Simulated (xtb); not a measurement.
GeHClBr₂, SMILES [Cl][GeH]([Br])[Br]. All values are semi-empirical tight-binding results from xtb (GFN2-xTB unless named), good for trends rather than for accurate numbers. Coordinates come from a GFN2-xTB optimisation.

Optimised geometry:

```xyz
5

Ge     0.4891     0.4113     0.0000
Cl    -0.3968     2.3220     0.0000
Br    -0.1560    -0.7586    -1.8717
Br    -0.1560    -0.7586     1.8717
H      2.0149     0.4655     0.0000
```
Charge 0, spin multiplicity 1.

For metal compounds this method's bond lengths and energies can be far off.

```json
{
 "point_group_as_xtb_finds_it": "Cs",
 "orbital_gap": "4.97 eV",
 "zero_point_energy": "6.0 kcal/mol",
 "G − E(el) at 298.15 K (modified RRHO)": "-15.6 kcal/mol"
}
```

Task: Give the atomic charges and the Wiberg bond orders between heavy atoms. (Estimate from the structure and the level; the computed values follow.)

Result: charges (e) Ge1 0.32, Cl2 -0.12, Br3 -0.11, Br4 -0.11, H5 0.02. Bond orders Ge1–Cl2 1.16, Ge1–Br3 1.09, Ge1–Br4 1.09.
